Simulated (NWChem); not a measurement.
SiN2H5OF; SMILES F[Si](N)(O)N

```xyz
10

N      0.7361     1.2494     1.0128
Si    -0.0444     0.0888     0.0569
N      0.2650    -1.4613     0.6970
O     -1.6038     0.6375    -0.0580
F      0.4610    -0.0588    -1.4883
H      1.6681     1.1038     1.3760
H      0.4524     2.2203     1.0088
H      0.3052    -2.2754     0.0971
H      0.0331    -1.6960     1.6535
H     -2.0789     0.3580    -0.8453
```
Atoms are numbered in this order, from 1.

Computed with NWChem. Structure relaxed at the PBE0/def2-SVP level. GIAO values for the isolated, static molecule; σ is the absolute isotropic shielding, δ = σ(reference) − σ with the isolated reference molecule computed at the same levels (19F: trichlorofluoromethane, 1H: tetramethylsilane, 15N: ammonia, 17O: water, 29Si: tetramethylsilane).

### Question
Estimate the computed values for BHandHLYP/pcSseg-1. Quantities: δ Si2 (ppm); δ N3 (ppm); δ O4 (ppm); δ F5 (ppm); δ H6 (ppm); δ H7 (ppm); δ H10 (ppm).

### Answer
δ Si2 (ppm): -55.2
δ N3 (ppm): 19.4
δ O4 (ppm): 48.6
δ F5 (ppm): -131.5
δ H6 (ppm): 0.76
δ H7 (ppm): 0.94
δ H10 (ppm): 1.57
